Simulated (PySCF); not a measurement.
Species: C4H8ClSi (doublet state).
Cartesian coordinates in Å at the GFN2-xTB level; atoms count from 1:
```xyz
14
C4H8ClSi angstrom
C     -2.4888   -0.3361   -0.4567
C     -1.6268   -0.4052    0.5423
C     -0.1610   -0.5424    0.3527
Cl     0.2549   -2.3047    0.9300
C      0.6546    0.3411    1.1554
Si     2.3382    0.9397    0.6431
H     -2.1713   -0.3848   -1.4853
H     -3.5457   -0.2255   -0.2860
H     -1.9587   -0.3609    1.5705
H      0.1238   -0.5674   -0.6986
H      0.2799    0.5419    2.1496
H      2.6382    2.1349    1.4309
H      3.3650   -0.0814    0.8790
H      2.2971    1.2503   -0.7889
```

The hyperfine couplings belong to this conformer and change with its torsions.

The species is `C=C[C@H](Cl)[CH][SiH3]` [radical].

Level of theory: UKS B3LYP, pcH-1 on C Cl H Si, non-relativistic, mean-field spin-orbit, GIAO in PySCF. Isolated species at its GFN2-xTB geometry (one conformer only). The geometry wasn't refined by DFT: couplings that depend on bond lengths, twists or pyramidal angles can differ widely from those at the functional's own minimum. The SCF solution wasn't tested for stability.

(1) The isotropic 13C couplings are +77.1, +12.3, -9.4, +1.0 MHz. Assign them to C1; C2; C3; C5.

Answers

(1) 
```json
{"site": "C1", "a_iso (MHz)": "+1.0", "ρ(0) (bohr⁻³)": "+0.0009", "position": "3 bonds from C5", "distance from C5 (Å)": "3.60", "spin population": "+0.02", "largest |T| (MHz)": "3.4"}
{"site": "C2", "a_iso (MHz)": "+12.3", "ρ(0) (bohr⁻³)": "+0.0109", "position": "2 bonds from C5", "distance from C5 (Å)": "2.48", "spin population": "0.00", "largest |T| (MHz)": "4.0"}
{"site": "C3", "a_iso (MHz)": "-9.4", "ρ(0) (bohr⁻³)": "-0.0083", "position": "1 bond from C5", "distance from C5 (Å)": "1.45", "spin population": "-0.07", "largest |T| (MHz)": "4.9"}
{"site": "C5", "a_iso (MHz)": "+77.1", "ρ(0) (bohr⁻³)": "+0.0687", "position": "largest spin population", "distance from C5 (Å)": "0.00", "spin population": "+0.92", "largest |T| (MHz)": "142.1"}
```

ρ(0) is the spin density at the nucleus and T the dipolar tensor; a_iso includes a spin–orbit part; entries for several nuclei are means. The Mulliken spin populations are largest on C5 (+0.92), Cl4 (+0.15) and C3 (-0.07). The positive populations add up to 1.16 and the negative ones to -0.16, together 2S = 1. The angles at C5 add up to 359.6°, so it is planar; its axial dipolar tensor and the negative coupling of its proton fit spin in a p orbital normal to that plane.

Means are taken over nuclei equivalent by connectivity, which assumes that they swap fast. The three 1H nuclei of mean +38.3 MHz run from 9.6 to 81.5 MHz in the frozen geometry.

On Arm Neoverse V1, one thread, shared host, this took 72 s wall (with the writing of density and orbital grids) and 0.87 GiB of memory at its peak.
